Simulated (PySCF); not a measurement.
Electron correlation in Ag⁻ (silver, charge -1)

[Kr] 4d10 5s2, closed-shell 1S. All numbers are calculated (PySCF 2.14, a scalar-relativistic core potential, in def2-QZVPPD with the def2 core potential (28 electrons)). Frozen: 4s2 4p6; 12 electrons correlated.

```
  level  correlation energy (mhartree)
   CCSD                        -425.88
    (T)                         -22.09
CCSD(T)                        -447.97
```

Diagnostics: T1 = 0.037, D1 = 0.1235, largest double amplitude 0.070.

T1 exceeds 0.03, a sign that the reference determinant is poor.

Cost of the coupled-cluster step: of the order of 10 core-seconds, for 12 correlated electrons.

Iterations:

```
CC2 = 0
CCSD nocc = 6, nmo = 84
frozen orbitals [0, 1, 2, 3]
max_cycle = 100
direct = 0
conv_tol = 1e-08
conv_tol_normt = 1e-06
diis_space = 8
diis_start_cycle = 0
Init t2, MP2 energy = -146.577483199351  E_corr(MP2) -0.459928762103476
Init E_corr(CCSD) = -0.459928762124991
cycle = 1  E_corr(CCSD) = -0.409970195671803  dE = 0.0499585665  norm(t1,t2) = 0.0926479
cycle = 2  E_corr(CCSD) = -0.425340846055007  dE = -0.0153706504  norm(t1,t2) = 0.027505
cycle = 3  E_corr(CCSD) = -0.423889380980227  dE = 0.00145146507  norm(t1,t2) = 0.0176213
cycle = 4  E_corr(CCSD) = -0.425834834879762  dE = -0.0019454539  norm(t1,t2) = 0.00815727
cycle = 5  E_corr(CCSD) = -0.425958514620606  dE = -0.000123679741  norm(t1,t2) = 0.00130778
cycle = 6  E_corr(CCSD) = -0.425895918039073  dE = 6.25965815e-05  norm(t1,t2) = 0.000653991
cycle = 7  E_corr(CCSD) = -0.425877918948577  dE = 1.79990905e-05  norm(t1,t2) = 9.54665e-05
cycle = 8  E_corr(CCSD) = -0.425879185945118  dE = -1.26699654e-06  norm(t1,t2) = 3.25902e-05
cycle = 9  E_corr(CCSD) = -0.425880657680933  dE = -1.47173582e-06  norm(t1,t2) = 9.69425e-06
cycle = 10  E_corr(CCSD) = -0.42587975632373  dE = 9.01357203e-07  norm(t1,t2) = 2.60983e-06
cycle = 11  E_corr(CCSD) = -0.425879942556376  dE = -1.86232645e-07  norm(t1,t2) = 4.39687e-07
cycle = 12  E_corr(CCSD) = -0.425879944140314  dE = -1.58393842e-09  norm(t1,t2) = 6.70964e-08
CCSD converged
E(CCSD) = -146.5434343813874  E_corr = -0.4258799441403142
CCSD(T) correction = -0.0220913311795342
```
